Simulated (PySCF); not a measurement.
A run for PySCF: R-MP2/6-31G* on Mg2, 2S+1 = 1, a point of a bond scan (R = 3.820 Å).

```python
from pyscf import gto, scf, dft, mp
from pyscf.data.elements import chemcore

mol = gto.M(
    atom='''
    Mg    0.00000000    0.00000000    0.00000000
    Mg    0.00000000    0.00000000    3.81974200
    ''',
    basis='6-31g*',
    cart=True,
    charge=0, spin=0, verbose=3, max_memory=1800)
mf = scf.RHF(mol)
mf.conv_tol = 1e-8
mf.max_cycle = 100
mf.kernel()
if not mf.converged:
    mf = mf.newton().run(mf.mo_coeff, mf.mo_occ)
pt = mp.MP2(mf, frozen=chemcore(mol)).run()
```

Program output:

```
converged SCF energy = -399.188123249992
E(RMP2) = -399.248703661929  E_corr = -0.0605804119370016
E(SCS-RMP2) = -399.255504472136  E_corr = -0.0673812221436024
```

The run converged.

Cost: very roughly 0.5 core-seconds.
